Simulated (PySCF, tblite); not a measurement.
Isomers of C3H8ClOSi (doublet state). Calculated harmonic vibrations of the isolated species, GFN2-xTB (tblite), most abundant isotopes, no scaling. Errors from tens to a few hundred cm⁻¹ against measured bands are possible. Modes of hydrogen on silicon can be 10 to 20 % off. One conformer each. Open shells enter through the occupations alone, without spin polarisation, and single modes of such species can be off by tens of per cent.

Electronic energies: B3LYP/pcH-1 single points on the GFN2-xTB geometries (PySCF, gas phase).

| SMILES | electronic energy, lowest = 0 (kJ/mol) |
| --- | --- |
| [CH2]CO[SiH2]CCl | 36.0 |
| CCO[SiH2][CH]Cl | 0.0 |
| C[CH]O[SiH2]CCl | 5.3 |

Q: How do GFN2-xTB zero-point energies change the relative energies?

A: 
| SMILES | ZPE (kJ/mol) | of it from modes above 1550 cm⁻¹ | electronic (kJ/mol) | with ZPE, lowest = 0 (kJ/mol) | lowest mode (cm⁻¹) | rings |
| --- | --- | --- | --- | --- | --- | --- |
| CCO[SiH2][CH]Cl | 263.1 | 133.8 | 0.0 | 0.0 | 33 | 0 |
| C[CH]O[SiH2]CCl | 259.8 | 134.6 | 5.3 | 2.1 | 47 | 0 |
| [CH2]CO[SiH2]CCl | 255.7 | 134.0 | 36.0 | 28.6 | 30 | 0 |

The zero-point energies span 7.4 kJ/mol, from `[CH2]CO[SiH2]CCl` to `CCO[SiH2][CH]Cl`. The order is unchanged.

Q: And how do the electronic energies of GFN2-xTB itself compare?

A: `CCO[SiH2][CH]Cl` 0.0; `C[CH]O[SiH2]CCl` 4.2; `[CH2]CO[SiH2]CCl` 60.7 kJ/mol, lowest = 0. Against the energies above, taken from the same isomer `CCO[SiH2][CH]Cl`, the largest difference is 24.7 kJ/mol.
